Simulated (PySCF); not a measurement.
C₅H₇F, SMILES C#C[C@H](F)CC.

The structure is a stationary point at B3LYP-D3(BJ)/def2-SVP. The structure was generated by enumeration; whether it is a known compound was not checked. Other conformers were not sampled.

Two levels are set side by side: TDDFT-PBE/def2-SVPD (PySCF) and TDDFT-ωB97X/def2-SVPD (PySCF). Vertical, same geometry. The lowest singlet is HOMO→LUMO 99 % with PBE and HOMO→LUMO 57 %, HOMO→LUMO+1 32 % with the other functional; states are paired by order. Differences are taken from unrounded values.

```csv
quantity,TDDFT-ωB97X
lowest singlet excitation (eV),6.23
lowest triplet excitation (TDA) (eV),5.34
first bright state (f over 0.05) (eV),8.32
its oscillator strength,0.06
```

Problem. What does TDDFT-PBE give, and how far is it from TDDFT-ωB97X? (Estimate from the structure and the level; the computed values follow.)

Solution. 
```tsv
quantity	TDDFT-PBE	TDDFT-PBE minus TDDFT-ωB97X
lowest singlet excitation (eV)	6.05	-0.18
lowest triplet excitation (TDA) (eV)	5.21	-0.13
first bright state (f over 0.05) (eV)	7.58	-0.74
its oscillator strength	0.05	-0.01
```

Rough cost on one machine, each run with all the roots and properties that it gave: TDDFT-ωB97X against TDDFT-PBE about 10 times.
